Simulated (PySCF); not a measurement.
## Distorted geometries of [ReO2F2]+

[ReO2F2]+ (singlet). PySCF 2.14.0, RKS TPSS, Re def2-SVP with ECP60, O def2-SVP, F def2-SVP; non-relativistic Hamiltonian with scalar-relativistic core potentials where named; density fitting; no spin-orbit coupling. Relaxed geometry:

```xyz
5

Re    0.0000    0.0000   -0.0451
O     0.9406    0.9406    0.9761
O    -0.9406   -0.9406    0.9761
F     1.0991   -1.0991   -0.9846
F    -1.0991    1.0991   -0.9846
```

Task: Order these distorted geometries by energy above the relaxed one, lowest first.
A.
```xyz
5

Re    0.0075    0.0572   -0.0854
O     0.8273    0.9404    0.9196
O    -0.9508   -0.8989    1.0894
F     1.1486   -1.0670   -1.0221
F    -1.0325    0.9683   -0.9638
```
B.
```xyz
5

Re    0.0327    0.0106   -0.0494
O     0.9423    0.9442    0.9637
O    -0.9275   -0.8945    0.9901
F     1.1166   -1.1554   -1.0435
F    -1.1640    1.0950   -0.9231
```
C.
```xyz
5

Re    0.0739   -0.1155   -0.0543
O     0.8983    1.0063    1.0808
O    -0.9967   -0.9058    0.9359
F     1.1803   -1.0134   -0.9835
F    -1.1558    1.0284   -1.0411
```

Result: B (0.11 eV), C (1.12 eV), A (1.65 eV).

Task: Which forces (eV/Å) act in the one that lies 0.11 eV up?

Result: 
```
Re  -0.98 -1.71 -1.95
O    1.02  0.91  0.85
O    0.28 -0.03 -0.15
F   -0.99  1.20  1.01
F    0.66 -0.36  0.24
```
Forces carry noise of the integration grid, about 0.01 to 0.03 eV/Å.

No frequency check is given that shows the relaxed geometry to be a minimum.
